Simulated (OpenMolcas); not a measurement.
Cr2+, Mo2+, W2+: d⁴ down the group

* Program: OpenMolcas
* Method: RASSCF
* Basis: ANO-RCC-VQZP
* Scalar Hamiltonian: DKH2, point nucleus
* Spin-orbit coupling: RASSI with atomic mean-field integrals over the reference wave functions, term energies averaged over their components

Active space for each ion: 10 electrons in 8 orbitals (RAS1 p, at most 2 holes; RAS2 d).

Computed levels in cm-1 above ⁵D₀:

| Level | Cr2+ | Mo2+ | W2+ |
| --- | --- | --- | --- |
| ⁵D₁ | 69.4 | 238 | 1914 |
| ⁵D₂ | 206 | 668 | 4048 |
| ⁵D₃ | 404 | 1241 | 6060 |
| ⁵D₄ | 659 | 1919 | 7869 |
| ³P₀(1) | 18753 | 14290 | 14274 |
| ³P₁(1) | 19165 | 15612 | 19186 |
| ³P₂(1) | 19911 | 17594 | 24268 |
| ³H₄ | 21692 | 16723 | 17095 |
| ³F₂(1) | 21840 | 17636 | 20382 |
| weight of ⁵D in the lowest level (%) | 100 | 99 | 80 |

Mixed levels, with the weight of the term that names them: W2+ ³P₀(1) (68 %), W2+ ³P₂(1) (72 %), W2+ ³H₄ (59 %).

Measured, with the error of the calculation in %. Measured levels: Cr2+ from Sugar and Corliss, J. Phys. Chem. Ref. Data 6, 317 (1977); Mo2+ from Sugar and Musgrove, J. Phys. Chem. Ref. Data 17, 155 (1988); W2+ from NIST levels as listed in McCann et al., Mon. Not. R. Astron. Soc. 538, 537 (2025).

| Level | Cr2+ | Mo2+ | W2+ |
| --- | --- | --- | --- |
| ⁵D₁ | 62.2 (+11.5) | 242 (-1.8) | 2256 (-15.1) |
| ⁵D₂ | 183 (+12.2) | 668 (-0.1) | 4461 (-9.3) |
| ⁵D₃ | 357 (+13.2) | 1224 (+1.4) | 6278 (-3.5) |
| ⁵D₄ | 576 (+14.3) | 1872 (+2.5) | 7687 (+2.4) |
| ³P₀(1) | 16771 (+11.8) | 11149 (+28.2) | 9904 (+44.1) |
| ³P₁(1) | 17169 (+11.6) | 12510 (+24.8) |  |
| ³P₂(1) | 17851 (+11.5) |  |  |
| ³H₄ | 17274 (+25.6) | 12680 (+31.9) | 13701 (+24.8) |
| ³F₂(1) | 18452 (+18.4) |  |  |

The fine-structure level ⁵D₄ changes by a factor of 11.9 from Cr2+ to W2+.

Without spin-orbit coupling ³P(1) lies 19124, 15284, 14980 cm-1 above ⁵D in that order; the difference to the level ³P₀(1), of either sign, comes from spin-orbit coupling, which also lowers the zero.

Without dynamic correlation excited terms often stand tens of per cent too high (terms of higher spin than the ground term too low), and those without a measured partner can miss by more than the paired ones. Active for correlation alone: 3p; no level in the range computed is led by a configuration that opens it, so any true level of that kind is missing (holds for Cr2+). Active for correlation alone: 4p; no level in the range computed is led by a configuration that opens it, so any true level of that kind is missing (holds for Mo2+). Active for correlation alone: 5p; no level in the range computed is led by a configuration that opens it, so any true level of that kind is missing (holds for W2+). Computed and measured levels are paired by configuration, term and J; levels that our copy of the source lacks, or whose pairing is in doubt (as where it misses far off the trend of its configuration), stay unpaired and out of the deviations. Levels of configurations outside the active space are missing.

A number in round brackets counts repeated terms of one configuration in the order of the reference energies.
